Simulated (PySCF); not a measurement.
## Calculated properties of `N[SiH2][SiH2]O`

H7NOSi2.
SMILES with atom numbers: `[NH2:1][SiH2:2][SiH2:3][OH:4]` (hydrogens: H5, H6 on N1; H7, H8 on Si2; H9, H10 on Si3; H11 on O4)

PBE0-D3(BJ)/def2-SVP geometry optimisation, gas phase (PySCF):

```yaml
Point_group: C1
Rotational_constants_A_B_C: 10.813, 2.012, 1.790 GHz
```

**B3LYP/def2-SVPD ground state, ΔSCF and vertical TDDFT (core frozen in the response) (PySCF)**

```yaml
Dipole_moment: 2.41 D
HOMO_energy: -7.11 eV
LUMO_energy: -0.80 eV
HOMO–LUMO_gap: 6.31 eV
Lowest_singlet_excitation: 5.29 eV (234 nm, f = 0.002)
Strongest_line_among_the_10_lowest_singlet_transitions: S7 at 7.00 eV (177 nm, f = 0.114)
Lowest_triplet_excitation_Tamm–Dancoff: 4.95 eV
Static_isotropic_polarisability: 71.0 au
Vertical_ionisation_energy: 9.26 eV
Electronic_spatial_extent_⟨r²⟩_about_the_centre_of_nuclear_charge: 689 bohr²
```

**PBE0/pcSseg-1 ground state and GIAO shieldings, non-relativistic (PySCF)**

```yaml
Lowest_Hirshfeld_atomic_charge: -0.32 e on N1
Highest_Hirshfeld_atomic_charge: +0.31 e on Si3
1H_chemical_shifts_computed_TMS_as_zero_by_class: 5.22 (H9/H10), 4.80 (H7/H8), -0.20 (H11), -0.42 (H5/H6) ppm
Isotropic_shieldings_of_nuclei_other_than_C_and_H_by_class: 272 (N1), 337 (O4), 375 (Si3), 406 (Si2) ppm
Mayer_bond_orders_between_heavy_atoms: N1–Si2 1.02, Si2–Si3 0.91, Si3–O4 0.97
```

From delta-SCF UKS SCAN, pcX-2 on the ionised atom, pcseg-1 elsewhere, spin-free X2C; 2p3/2 from a spin–orbit splitting computed afterwards within the 2p shell (PySCF):

```yaml
Core_binding_energies: Si2p3/2 106.7 (Si2), Si2p3/2 107.0 (Si3), N1s 404.8 (N1), O1s 538.4 (O4), Si1s 1846.5 (Si2), Si1s 1846.9 (Si3) eV
```

Monoisotopic mass from the formula: 93.0066 u.

S1 lies 1.02 eV below the HOMO–LUMO gap; its leading configuration is HOMO→LUMO, weight 0.98. The dipole equals about 8.0 × 10⁻³⁰ C·m (1 D = 3.33564 × 10⁻³⁰ C·m). No computed singlet falls in the visible range (750 to 380 nm, 1.65 to 3.26 eV); S1 lies 2.03 eV above its blue end. The vertical singlet–triplet gap S1 − T1 is 0.34 eV (TDDFT singlet less Tamm–Dancoff triplet; S1: HOMO→LUMO, weight 0.98; T1: HOMO→LUMO, weight 0.93). The ΔSCF ionisation energy exceeds −ε(HOMO) by 2.15 eV with B3LYP. The principal polarisabilities are 63.2, 69.3 and 80.4 au; their mean is the isotropic value. A dipole of 2.41 D is allowed in C1, and pure rotational transitions are dipole-allowed. The largest Löwdin shares of the HOMO are 0.39 on N1, 0.19 on Si2, 0.12 on Si3 and 0.10 on H7.

 NMR classes are plain means over equivalent atoms (diastereotopic ones count apart unless rotation or inversion swaps them), as if these changed places fast; in this geometry the members of some classes differ.

Shape of the structure used: `[NH2:1][SiH2:2][SiH2:3][OH:4]`: N1–Si2–Si3–O4 167°, H–N1–Si2–Si3 -51°, H–N1–Si2–Si3 169°, H–O4–Si3–Si2 -47°.

One conformer stands for the species.
